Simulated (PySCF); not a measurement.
A GIAO shielding run with PySCF 2.14.0 with density-fitted response routines (density fitting, non-relativistic, gas phase) on `InChI=1S/C7H7NO/c1-6(9)7-2-4-8-5-3-7/h2-5H,1H3`:

```
$ OMP_NUM_THREADS=2 python probes_run.py task.json out

{"job": {"kind": "nmr", "xc": "wB97X-D", "basis": "pcSseg-2", "pop": false}, "charge": 0, "multiplicity": 1}
C     -2.315200     0.580818    -0.769231
C     -1.500237    -0.536768    -0.181980
O     -1.990206    -1.611899     0.068842
C     -0.047227    -0.289709     0.089701
C      0.716254    -1.308167     0.647666
C      2.057473    -1.075594     0.896692
N      2.666809     0.077061     0.630048
C      1.933888     1.045898     0.096691
C      0.582546     0.916320    -0.190816
H     -3.343068     0.245928    -0.888176
H     -1.912540     0.879548    -1.740784
H     -2.287260     1.461093    -0.121858
H      0.251455    -2.258912     0.876373
H      2.676926    -1.853892     1.332800
H      2.449690     1.978476    -0.114270
H      0.044815     1.749064    -0.626444
```

Hardware: 2 threads of an Intel Xeon, shared host. The job also computes ring-centre shieldings.

(1) How large is the calculation?

(2) How long does it take, and how much memory does it need?

(3) And these other runs on the same molecule and hardware: GIAO shielding at B97-2/pcSseg-2; GIAO shielding at KT3/pcSseg-2; GIAO shielding at PBE0/pcSseg-2?

## Answers

(1) 64 electrons, 422 basis functions and 1100 auxiliary functions.

(2) 3.7 min of wall time, with 14 SCF cycles and 7 response iterations; peak memory 2.9 GiB. Times on a shared host scatter by some tens of per cent.

(3) B97-2/pcSseg-2: 422 functions, 2.5 min; KT3/pcSseg-2: 422 functions, 3.5 min; PBE0/pcSseg-2: 422 functions, 3.2 min.
